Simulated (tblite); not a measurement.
Species: C4H9O4S (charge -1).
Z-matrix (Å and degrees, GFN2-xTB geometry), rows numbered from 1:
```
C 
O   1  1.3972
C   2  1.4241  1  112.02
C   3  1.5209  2  109.69  1  -173.74
C   4  1.5087  3  110.05  2  -171.87
S   5  1.8470  4  109.18  3   -53.96
O   6  1.4627  5  105.09  4    83.03
O   6  1.4622  5  104.01  4  -157.49
O   6  1.4611  5  105.74  4   -37.41
H   1  1.0999  2  111.42  3   -63.83
H   1  1.0909  2  107.14  3   176.66
H   1  1.0974  2  111.34  3    56.87
H   3  1.0937  2  110.99  1   -53.91
H   3  1.1000  2  109.53  1    65.01
H   4  1.0968  3  109.20  2   -48.59
H   4  1.0909  3  108.22  2    69.61
H   5  1.0854  4  112.61  3  -171.44
H   5  1.0860  4  112.96  3    62.72
```

All values are computed: GFN2-xTB (tblite) harmonic vibrations without scaling, gas phase. Against measured fundamentals such values can be off by several per cent, at times by over 20. One conformer, not necessarily the lowest.

Harmonic wavenumbers (cm⁻¹): 47.4, 65.8, 86.6, 111.2, 171.8, 191.4, 225.9, 270.0, 301.4, 429.3, 444.8, 475.8, 480.4, 528.6, 671.6, 777.9, 832.5, 956.3, 980.9, 987.4, 1006.4, 1109.3, 1121.1, 1131.4, 1139.2, 1148.2, 1152.6, 1167.4, 1195.0, 1222.0, 1272.2, 1300.0, 1366.2, 1406.8, 1450.5, 1471.1, 1472.4, 1487.8, 1501.4, 2862.2, 2873.3, 2902.8, 2906.3, 2963.5, 2991.2, 2992.7, 3015.1, 3023.0.

A = 3122, B = 753.0, C = 702.4 MHz; mass 153.022 u (most abundant isotopes); point group C1, symmetry number 1.

Q: What is the zero-point energy?

A: ½Σν̃ = 29844 cm⁻¹ = 85.33 kcal/mol.

Q: Give the ideal-gas entropy at 273.15 K and 1 bar in the rigid-rotor, harmonic-oscillator model (classical rotation).

A: Translation 40.58, rotation 29.39, vibration 28.65: S = 98.6 cal/(mol K).

Q: And Cp and H(273.15 K) − H(0)?

A: Cp = 35.80 cal/(mol K), of which vibrations give 27.85 (their classical limit is 48 R = 95.4); H(273.15 K) − H(0) = 6.23 kcal/mol without the zero-point energy, 4.05 from vibrations.

Q: What must be added to the electronic energy to get the Gibbs energy at 273.15 K and 1 bar?

A: ZPE + [H(273.15 K) − H(0)] − T·S = 85.33 + 6.23 − 26.94 = 64.62 kcal/mol.

Q: How do the functions run with temperature in this model?

A: 
```csv
T (K),S (cal/(mol K)),Cp (cal/(mol K)),H − H(0) (kcal/mol),G − H(0) (kcal/mol),ln q(vib)
50,60.1,14.1,0.52,-2.49,0.60
100,71.8,20.0,1.38,-5.80,1.99
298.15,101.9,38.1,7.15,-23.22,7.63
373.15,111.2,45.1,10.27,-31.21,9.63
500,125.9,55.5,16.67,-46.26,12.92
750,151.3,70.0,32.50,-81.00,19.09
1000,172.8,79.3,51.24,-121.59,24.78
```

q(vib) and H(0) count from the zero-point level.

Q: Blend soft modes into free rotors: weight 1/[1 + (100 cm⁻¹/ν̃)⁴] for the oscillator and the rest for a rotor with moment μB/(μ + B), μ = h/(8π²ν), B = 10⁻⁴⁴ kg m². What vibrational entropy results?

A: 26.14 cal/(mol K) in place of 28.65, which changes −T·S at 273.15 K by +0.69 kcal/mol.

Hindered rotation and anharmonicity are outside this model. Other conformers, if any are populated, would add a mixing term that is left out. The structure is chiral; the term R ln 2 for an equal mix with its mirror image is left out.
